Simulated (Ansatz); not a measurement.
The cluster Ge₂S₄⁻. Charge -1, multiplicity 2. Geometry PBE-D4/def2-SVPD.

```xyz
6

Ge    1.770    0.729    0.325
Ge   -1.249   -0.635    0.295
S     1.826   -0.703   -1.604
S     0.089    0.532   -1.470
S     0.522   -0.535    1.833
S    -2.957    0.613    0.621
```

Another isomer (doublet) lies 0.73 eV lower at PBE0-D4/def2-TZVPD; other spin states weren't run for this one.

Problem. Estimate the α-spin orbital energies around the gap (eV) in Ansatz with PBE-D4/def2-TZVPD, BLYP-D4/def2-TZVPD, r2SCANh-D4/def2-TZVPD, PBE0-D4/def2-TZVPD, r2SCAN0-D4/def2-TZVPD.

Solution. 
| orbital | PBE-D4/def2-TZVPD | BLYP-D4/def2-TZVPD | r2SCANh-D4/def2-TZVPD | PBE0-D4/def2-TZVPD | r2SCAN0-D4/def2-TZVPD |
| --- | --- | --- | --- | --- | --- |
| HOMO−13 | -11.74 | -11.56 | -13.13 | -13.78 | -14.21 |
| HOMO−12 | -8.35 | -8.19 | -9.36 | -9.94 | -10.23 |
| HOMO−11 | -7.56 | -7.37 | -8.57 | -9.15 | -9.44 |
| HOMO−10 | -5.64 | -5.39 | -6.45 | -6.85 | -7.10 |
| HOMO−9 | -4.98 | -4.73 | -5.83 | -6.31 | -6.55 |
| HOMO−8 | -4.47 | -4.26 | -5.26 | -5.70 | -5.93 |
| HOMO−7 | -3.78 | -3.55 | -4.54 | -4.98 | -5.20 |
| HOMO−6 | -3.37 | -3.16 | -4.12 | -4.55 | -4.77 |
| HOMO−5 | -2.60 | -2.42 | -3.28 | -3.70 | -3.88 |
| HOMO−4 | -2.42 | -2.22 | -3.11 | -3.53 | -3.72 |
| HOMO−3 | -2.28 | -2.09 | -2.95 | -3.39 | -3.57 |
| HOMO−2 | -1.86 | -1.68 | -2.50 | -2.93 | -3.09 |
| HOMO−1 | -1.55 | -1.37 | -2.17 | -2.61 | -2.77 |
| HOMO | -0.88 | -0.71 | -1.54 | -1.89 | -2.11 |
| LUMO | 1.16 | 1.30 | 1.59 | 1.93 | 1.99 |
| LUMO+1 | 1.28 | 1.39 | 1.70 | 2.03 | 2.13 |
| LUMO+2 | 1.89 | 2.01 | 2.32 | 2.53 | 2.66 |
| LUMO+3 | 2.08 | 2.19 | 2.57 | 2.69 | 2.87 |
| LUMO+4 | 2.66 | 2.71 | 3.23 | 3.10 | 3.39 |
| LUMO+5 | 2.90 | 2.95 | 3.48 | 3.42 | 3.71 |
| β HOMO | -1.45 | -1.27 | -2.04 | -2.47 | -2.62 |
| β LUMO | -0.25 | -0.16 | 0.18 | 0.45 | 0.60 |
